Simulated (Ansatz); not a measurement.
`[OH][SnH]([F])[CH2]Cl` + `CB(C)CN` → `[CH3][SnH]([F])[CH2]Cl` + `CB(O)CN`  (redistribution)

Isolated molecules relaxed with PBE0-D4/def2-TZVP in Ansatz; ΔE leaves out vibrations. CBS: MP2 limit from def2 TZ/QZ plus the TZ coupled-cluster correction, frozen cores. DFT in def2-TZVPP. B3LYP here is the variant with VWN-RPA as its local correlation; programs differ in this. Elements past krypton have def2 core potentials. For Sn outer-core shells are correlated without core-valence functions, which leaves a few kJ/mol of doubt a bond. Each species was taken in one conformer, which may not be the lowest.

`[OH][SnH]([F])[CH2]Cl`:

Cartesian coordinates in Å:
```
O -0.498 -1.585 -1.325
Sn -0.163 -0.845 0.439
F -1.879 -0.568 1.262
C 0.602 1.154 0.244
Cl 0.204 1.792 -1.366
H -0.703 -0.901 -1.970
H 0.625 -2.028 1.362
H 0.129 1.791 0.989
H 1.684 1.190 0.365
```

`CB(C)CN`:

Z-matrix (Å, degrees):
```
C
B 1 1.566
H 1 1.095 2 111.1
H 1 1.092 2 114.9 3 125.1
H 1 1.100 2 108.5 3 -115.1
C 2 1.567 1 121.0 3 -135.2
C 2 1.569 1 120.5 3 45.7
H 6 1.096 2 111.3 1 -48.6
H 6 1.098 2 108.3 1 66.3
H 6 1.093 2 115.2 1 -172.9
N 7 1.454 2 116.7 1 -6.5
H 7 1.100 2 106.4 1 -128.4
H 7 1.109 2 105.8 1 122.0
H 11 1.011 7 111.7 2 171.5
H 11 1.011 7 111.0 2 51.9
```

`[CH3][SnH]([F])[CH2]Cl`:

```xyz
11

C     0.055   -1.472    1.068
Sn   -0.528   -0.261   -0.573
F    -2.403    0.130   -0.289
C     0.405    1.675   -0.532
Cl    2.171    1.431   -0.636
H     1.143   -1.526    1.115
H    -0.325   -1.026    1.988
H    -0.354   -2.475    0.958
H    -0.455   -0.969   -2.122
H     0.191    2.200    0.397
H     0.101    2.293   -1.374
```

`CB(O)CN`:

Z-matrix (Å, degrees):
```
C
B 1 1.564
H 1 1.091 2 112.9
H 1 1.094 2 110.5 3 123.0
H 1 1.097 2 110.2 3 -120.6
O 2 1.364 1 117.8 3 6.8
C 2 1.583 1 123.1 3 -174.1
H 6 0.961 2 113.5 1 179.5
N 7 1.456 2 114.4 1 4.5
H 7 1.100 2 107.0 1 124.4
H 7 1.107 2 107.6 1 -123.3
H 9 1.012 7 110.8 2 -53.4
H 9 1.012 7 111.5 2 -172.6
```

```json
{"level": "PBE-D4", "ΔE (kJ/mol)": "-93.8", "difference from CCSD(T)/CBS": "4.4"}
{"level": "r2SCAN-D4", "ΔE (kJ/mol)": "-93.7", "difference from CCSD(T)/CBS": "4.5"}
{"level": "PBE0-D4", "ΔE (kJ/mol)": "-98.4", "difference from CCSD(T)/CBS": "-0.2"}
{"level": "B3LYP-D4", "ΔE (kJ/mol)": "-97.4", "difference from CCSD(T)/CBS": "0.8"}
{"level": "ωB97X-V", "ΔE (kJ/mol)": "-96.2", "difference from CCSD(T)/CBS": "2.0"}
{"level": "ωB97M-V", "ΔE (kJ/mol)": "-99.3", "difference from CCSD(T)/CBS": "-1.1"}
{"level": "B2PLYP", "ΔE (kJ/mol)": "-99.3", "difference from CCSD(T)/CBS": "-1.1"}
{"level": "PBE", "ΔE (kJ/mol)": "-94.9", "difference from CCSD(T)/CBS": "3.3"}
{"level": "r2SCAN", "ΔE (kJ/mol)": "-94.0", "difference from CCSD(T)/CBS": "4.2"}
{"level": "PBE0", "ΔE (kJ/mol)": "-99.2", "difference from CCSD(T)/CBS": "-1.0"}
{"level": "B3LYP", "ΔE (kJ/mol)": "-99.0", "difference from CCSD(T)/CBS": "-0.8"}
{"level": "HF/def2-TZVPP", "ΔE (kJ/mol)": "-103.8", "difference from CCSD(T)/CBS": "-5.6"}
{"level": "MP2/def2-TZVPP", "ΔE (kJ/mol)": "-103.1", "difference from CCSD(T)/CBS": "-4.9"}
{"level": "SCS-MP2/def2-TZVPP", "ΔE (kJ/mol)": "-101.8", "difference from CCSD(T)/CBS": "-3.6"}
{"level": "CCSD/def2-TZVPP", "ΔE (kJ/mol)": "-103.9", "difference from CCSD(T)/CBS": "-5.7"}
{"level": "CCSD(T)/def2-TZVPP", "ΔE (kJ/mol)": "-103.0", "difference from CCSD(T)/CBS": "-4.8"}
{"level": "HF/def2-QZVPP", "ΔE (kJ/mol)": "-102.0", "difference from CCSD(T)/CBS": "-3.8"}
{"level": "MP2/def2-QZVPP", "ΔE (kJ/mol)": "-99.7", "difference from CCSD(T)/CBS": "-1.5"}
{"level": "SCS-MP2/def2-QZVPP", "ΔE (kJ/mol)": "-98.7", "difference from CCSD(T)/CBS": "-0.5"}
{"level": "HF/CBS(def2)", "ΔE (kJ/mol)": "-101.7", "difference from CCSD(T)/CBS": "-3.5"}
{"level": "MP2/CBS(def2)", "ΔE (kJ/mol)": "-98.2", "difference from CCSD(T)/CBS": "0.0"}
{"level": "CCSD/CBS(def2)", "ΔE (kJ/mol)": "-99.0", "difference from CCSD(T)/CBS": "-0.8"}
{"level": "CCSD(T)/CBS", "ΔE (kJ/mol)": "-98.2", "difference from CCSD(T)/CBS": "0"}
```

Largest T1 diagnostic among the species: 0.013.

From PBE to PBE0 (25 % exact exchange), in def2-TZVPP and without D4, ΔE moves by −4.3 kJ/mol.
